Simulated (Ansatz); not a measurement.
Geometry optimisation, RKS B3LYP-D4/def2-SVP (Ansatz 0.2.0).

The input (input.yaml):

```yaml
crystal:
  periodic: [false, false, false]
  atoms:
    - { symbol: B, position_ang: [-0.036456, 0.155242, 0.198922] }
    - { symbol: "N", position_ang: [-0.055591, 0.343269, 1.660143] }
    - { symbol: H, position_ang: [-0.909344, 0.505482, 2.177571] }
    - { symbol: H, position_ang: [0.797509, 0.440035, 2.196026] }
    - { symbol: F, position_ang: [1.169525, 0.090901, -0.388609] }
    - { symbol: C, position_ang: [-1.34524, 0.034784, -0.662481] }
    - { symbol: H, position_ang: [-1.568918, -1.032796, -0.837016] }
    - { symbol: H, position_ang: [-2.219046, 0.486553, -0.166212] }
    - { symbol: H, position_ang: [-1.22595, 0.498738, -1.655066] }
    - { symbol: H, position_ang: [0.402189, -2.185296, 0.524888] }
    - { symbol: H, position_ang: [0.200721, -1.85071, 1.126535] }
basis:
  gaussian: { orbitals: def2-SVP }
hamiltonian:
  xc: b3lyp
  dispersion: d4
relax:
  f_tol: 0.03
  max_steps: 50
```

Run as:

```bash
$ ansatz run input.yaml --threads 2 --pin off --max-ram 3072MiB --backend cpu --events-out ev --progress --plain --runs-dir out
```

Question: Where does it end, and by what steps?

Answer: It converged. The force dipped under the threshold on the way, but the program's further checks kept it going. After 18 steps the energy has fallen by 0.353 eV; H10 moved furthest, 1.31 Å.

```tsv
step	energy less start (eV)	largest force component (eV/Å)	accepted
0	0.0000	2.242	yes
1	-0.2212	1.097	yes
2	-0.2892	0.242	yes
3	-0.3126	0.191	yes
4	-0.3172	0.183	yes
5	-0.3037	0.687	no
6	-0.3200	0.123	yes
7	-0.3231	0.269	yes
8	-0.3264	0.435	yes
9	-0.3346	0.210	yes
10	-0.3331	0.307	no
11	-0.3397	0.090	yes
12	-0.3433	0.111	yes
13	-0.3438	0.341	yes
14	-0.3492	0.112	yes
15	-0.3512	0.007	yes
16	-0.3517	0.110	yes
17	-0.3527	0.054	yes
18	-0.3530	0.020	yes
```

```xyz
11
Properties=species:S:1:pos:R:3
B -0.035 0.479 0.076
N 0.060 0.384 1.472
H -0.722 0.138 2.064
H 0.918 0.582 1.974
F 1.082 0.837 -0.593
C -1.344 0.173 -0.742
H -1.176 -0.696 -1.403
H -2.222 -0.045 -0.115
H -1.593 1.020 -1.403
H 0.100 -3.072 1.436
H 0.142 -2.312 1.407
```

Whether the end is a true minimum wasn't checked by a vibrational analysis.

Time of the run: 34 s on 2 threads of Intel(R) Xeon(R) Platinum 8488C (Sapphire Rapids), on a shared host, peak memory 0.19 GiB.
